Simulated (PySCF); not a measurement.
**Pr: excitation energy**

Pr [Xe] 4f3 6s2 (high-spin determinant) → Pr [Xe] 4f2 5d1 6s2 (high-spin determinant), as a difference of total energies. Computed with PySCF 2.14 in x2c-TZVPPall with one added diffuse shell each of s, p, d, f type (12s8p8d5f2g, 129 functions), with the spin-free X2C one-electron Hamiltonian (Gaussian nucleus). Correlated levels: valence: [Kr] 4d10 frozen; valence and next inner shell: [Ar] 3d10 frozen. The calculations carry no spin-orbit coupling.

| method | excitation energy (eV) |
| --- | --- |
| UHF | -0.256 |
| LDA | 1.722 |
| PBE | 1.598 |
| PBE0 | 1.165 |
| r2SCAN | 1.600 |
| MP2 (valence) | 0.279 |
| SCS-MP2 (valence) | 0.037 |
| MP2 (valence and next inner shell) | 0.404 |
| SCS-MP2 (valence and next inner shell) | 0.175 |

Problem. How much does correlation contribute at MP2 (valence and next inner shell)?

Solution. 0.404 − (-0.256) = 0.660 eV, measured against UHF.

A first-order spin-orbit estimate (lowest level to lowest level, LS coupling) adds -0.068 eV.

The determinant of the upper state and of the lower state mixes LS terms, which raises its energy above the lowest term, most at the Hartree-Fock and MP2 levels.
